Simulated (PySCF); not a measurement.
## Excitation energy of Rh+ by level of theory

Rh+ [Kr] 4d8 (3F) → Rh+ [Kr] 4d7 5p1 (high-spin determinant), as a difference of total energies. Computed with PySCF 2.14 in def2-TZVPPD with the def2 core potential (28 electrons), with a scalar-relativistic core potential. Correlated levels: valence: 4s2 4p6 frozen. The calculations carry no spin-orbit coupling.

```csv
method,excitation energy (eV)
UHF,6.151
MP2 (valence),7.311
SCS-MP2 (valence),7.501
CCSD (valence),7.126
CCSD(T) (valence),7.170
```

Q: How much does correlation contribute at CCSD(T) (valence)?

A: 7.170 − (6.151) = 1.019 eV, measured against UHF.

The determinant of the upper state mixes LS terms, which raises its energy above the lowest term, most at the Hartree-Fock and MP2 levels.
